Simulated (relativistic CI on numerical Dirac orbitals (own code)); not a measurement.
# Radial parameters of Ge XIX

Computed by Dirac-Coulomb-Breit CI, orbitals from a KLI potential per configuration, model QED (radiative potential, 1s self-energy scaled to tabulated hydrogen-like ionisation energies), unscaled Slater integrals (own radial code, finite nucleus).

Slater integrals F^k, G^k are unscaled and averaged over j, outside the closed core [Ne]; ζ comes from projecting the Hamiltonian with its Breit term on Σ l·s of the shell.

- 3s²3p²: F^2(3p,3p) = 191810, ζ(3p) = 35682 cm⁻¹; <r>(3p) = 0.5204, <r^2>(3p) = 0.3118 (bohr units).
- 3s3p³: F^2(3p,3p) = 191670, G^1(3s,3p) = 245220, ζ(3p) = 35645 cm⁻¹; <r>(3s) = 0.5305, <r^2>(3s) = 0.3197, <r>(3p) = 0.5209, <r^2>(3p) = 0.3123 (bohr units).
- 3s²3p3d: ζ(3p) = 35619, F^2(3p,3d) = 191560, G^1(3p,3d) = 210440, G^3(3p,3d) = 139180, ζ(3d) = 3563.7 cm⁻¹; <r>(3p) = 0.5213, <r^2>(3p) = 0.3129, <r>(3d) = 0.4735, <r^2>(3d) = 0.26 (bohr units).

Averages of the first 10 configurations, taken without configuration mixing, which lowers the lowest level and can move excited configurations by several eV; other configurations of the list can lie among them:

| Configuration | Parity | States | Average energy above the lowest level (eV) |
| --- | --- | --- | --- |
| 3s²3p² | even | 15 | 13.5 |
| 3s3p³ | odd | 40 | 68.7 |
| 3s²3p3d | odd | 60 | 92.1 |
| 3p⁴ | even | 15 | 132.2 |
| 3s3p²3d | even | 300 | 143.6 |
| 3p³3d | odd | 200 | 203.5 |
| 3s3p3d² | odd | 540 | 221.5 |
| 3s²3d4p | odd | 60 | 429.4 |
| 3s²3p4s | odd | 12 | 328.8 |
| 3p³4s | odd | 40 | 441.7 |
